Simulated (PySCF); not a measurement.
Positional isomers: thiophene hydroxy+boryl. Gas-phase values, no solvent. One relaxed conformer stands for each flexible species; it need not be the lowest. Strings in code marks are SMILES.

The four lowest singlet excitations (Tamm–Dancoff). These are ωB97X-D3(BJ)/def2-TZVP // PBE0-D3(BJ)/def2-SVP (PySCF 2.14.0) values and carry that method's errors. Excitations are Tamm–Dancoff values on a coarser integration grid. The basis has no diffuse functions, so Rydberg states are missing or too high.

| state | energy (eV) | wavelength (nm) | oscillator strength |
|---|---|---|---|
| S1 | 4.65 | 267 | 0.069 |
| S2 | 5.51 | 225 | 0.233 |
| S3 | 5.84 | 212 | 0.001 |
| S4 | 5.94 | 209 | 0.001 |

Name which member gives these states.
(A) `Bc1cscc1O`
(B) `Bc1csc(O)c1`
(C) `Bc1sccc1O`
(D) `Bc1ccc(O)s1`

A, `Bc1cscc1O`
